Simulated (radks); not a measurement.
The numbers below are computed, except where a source is named.
Problem. Neutral rhenium, [Xe] 4f14 5d5 6s2. Code: a radial shooting solver on a logarithmic mesh with Libxc functionals. Model: non-relativistic Kohn-Sham, exchange-only LDA, spin-polarised, spherical densities, point nucleus. Every spin shell is full or empty, so the densities are truly spherical. Functionals are evaluated on that one density, not self-consistently. Rank these exchange functionals by their error against the exact value of the orbitals, and give that value: LDA, PBE, RPBE, PW91, WC, SOGGA, B86b, EV93, APBE, SCAN, TASK.

Solution. Exact: -309.740 hartree. From best to worst, with 100 (|E| - |E exact|)/|E exact| (equal figures are ties): RPBE -0.10, B86b +0.12, SCAN +0.15, PW91 +0.17, PBE -0.23, EV93 -0.38, APBE +0.38, WC -0.52, SOGGA -1.74, TASK -1.81, LDA -3.81.
